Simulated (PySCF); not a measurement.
SnI4, SMILES [I][Sn]([I])([I])[I].

The structure is a stationary point at PBE0-D3(BJ)/def2-SVP. The isomer is the one that the SMILES or the coordinates give; other isomers of the formula were not compared. The def2 effective core potentials stand for the cores of I, Sn; spin–orbit coupling is left out.

Level of theory: C-PCM-ωB97X/def2-SVP in PySCF 2.14.0.

The values are the electrostatic part of the solvation free energy, E(continuum) − E(gas) at the gas-phase geometry, in a cavity of scaled van der Waals radii (PySCF's table); cavitation and dispersion terms are not included. A continuum can't describe solvent molecules that bind to the metal. In vacuum the orbital gap is 8.11 eV. The dipole moment in vacuum is 0.00 D.

Computed values in water (ε = 78.36), dichloromethane (ε = 8.93), acetone (ε = 20.49):
```
solvent              ε  ΔG(elec) (kcal/mol)  dipole (D)  gap (eV)
---------------  -----  -------------------  ----------  --------
water            78.36                 -2.3        0.00      8.18
dichloromethane   8.93                 -2.1        0.00      8.17
acetone          20.49                 -2.3        0.00      8.18
```
